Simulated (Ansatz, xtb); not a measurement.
**Two isomers of C4H7BrSi**

Structure a: `C=C/C=C(/[SiH3])Br`, a singlet. Structure b: `C=C/C(Br)=C/[SiH3]`, a singlet. Both are isolated molecules in the gas phase, relaxed with PBE0-D3(BJ)/def2-SVP; the shapes shown needn't be the lowest conformers.

a (Å):

| atom | x (Å) | y (Å) | z (Å) |
| --- | --- | --- | --- |
| C | 1.1805 | -1.2109 | -2.2136 |
| C | 0.9921 | -0.0426 | -1.5822 |
| C | -0.1385 | 0.2155 | -0.7135 |
| C | -0.4214 | 1.3455 | -0.0344 |
| Br | 0.7118 | 2.8707 | -0.1328 |
| Si | -1.9129 | 1.5927 | 1.0722 |
| H | 0.4757 | -2.0407 | -2.1008 |
| H | 2.0438 | -1.3748 | -2.8624 |
| H | 1.7116 | 0.7722 | -1.7114 |
| H | -0.8541 | -0.6078 | -0.5907 |
| H | -2.7407 | 2.7266 | 0.5658 |
| H | -1.4694 | 1.9046 | 2.4626 |
| H | -2.7147 | 0.3313 | 1.0632 |

b (Å):

```yaml
atoms:
  - { symbol: C, position_ang: [-2.8490, -0.9559, 0.1759] }
  - { symbol: C, position_ang: [-1.6916, -1.6244, 0.1251] }
  - { symbol: C, position_ang: [-0.3471, -1.0605, 0.0903] }
  - { symbol: C, position_ang: [0.7813, -1.7915, 0.0392] }
  - { symbol: Br, position_ang: [-0.2103, 0.8381, 0.1203] }
  - { symbol: Si, position_ang: [2.5327, -1.1288, -0.0075] }
  - { symbol: H, position_ang: [-3.8004, -1.4915, 0.1980] }
  - { symbol: H, position_ang: [-2.8772, 0.1364, 0.1965] }
  - { symbol: H, position_ang: [-1.7008, -2.7201, 0.1056] }
  - { symbol: H, position_ang: [0.6290, -2.8785, 0.0246] }
  - { symbol: H, position_ang: [3.4608, -2.2986, -0.0612] }
  - { symbol: H, position_ang: [2.8356, -0.3248, 1.2144] }
  - { symbol: H, position_ang: [2.7533, -0.2784, -1.2155] }
```

Problem. Estimate which is lower in electronic energy at CCSD(T)/def2-SVP + ΔMP2/def2-TZVPP, and by roughly how much.

Solution. Too close to call at this level: CCSD(T)/def2-SVP + ΔMP2/def2-TZVPP gives E(b) − E(a) = +0.028 eV.

Level by level:

```csv
level,geometry,E(b) − E(a) (eV),departure from the last row (eV),"job, with rough time for the two"
GFN2-xTB,GFN2-xTB,−0.024,−0.052,"optimisation, 0.26 s"
HF/STO-3G,GFN2-xTB,+0.029,+0.001,"single point, 1 s"
r2SCAN-D4/def2-SVP,GFN2-xTB,+0.036,+0.007,"single point, 6.2 s"
PBE0-D3(BJ)/def2-SVP,PBE0-D3(BJ)/def2-SVP,+0.035,+0.007,"optimisation, 75 s"
HF/def2-SVP,PBE0-D3(BJ)/def2-SVP,+0.106,+0.078,part of the CCSD(T) run
MP2/def2-SVP,PBE0-D3(BJ)/def2-SVP,+0.032,+0.004,part of the CCSD(T) run
CCSD(T)/def2-SVP,PBE0-D3(BJ)/def2-SVP,+0.045,+0.016,single point
CCSD(T)/def2-SVP + ΔMP2/def2-TZVPP,PBE0-D3(BJ)/def2-SVP,+0.028,,"single point, 2 min"
```

As drawn, both hold the same kinds of bond in the same numbers.

The largest departure from CCSD(T)/def2-SVP + ΔMP2/def2-TZVPP is that of HF/def2-SVP, 0.078 eV. The last row adds to CCSD(T) the change of the MP2 difference between the two basis sets, here −0.016 eV.

With thermal terms from frequencies at re-optimised GFN2-xTB minima (ideal gas, soft modes damped towards free rotors, one conformer each, 298.15 K, 1 atm): on the last row, ΔE + ΔZPE = +0.027, ΔH = +0.021, ΔG = +0.042 eV.

The correlated steps freeze 18 core orbitals; the filled d shell of Br is correlated, in a basis made for valence electrons. Codes used: Ansatz 0.2.0, xtb 6.7.1; the last row on 2 threads of Intel(R) Xeon(R) Platinum 8259CL CPU @ 2.50GHz (Skylake/Cascade Lake) on a shared host.
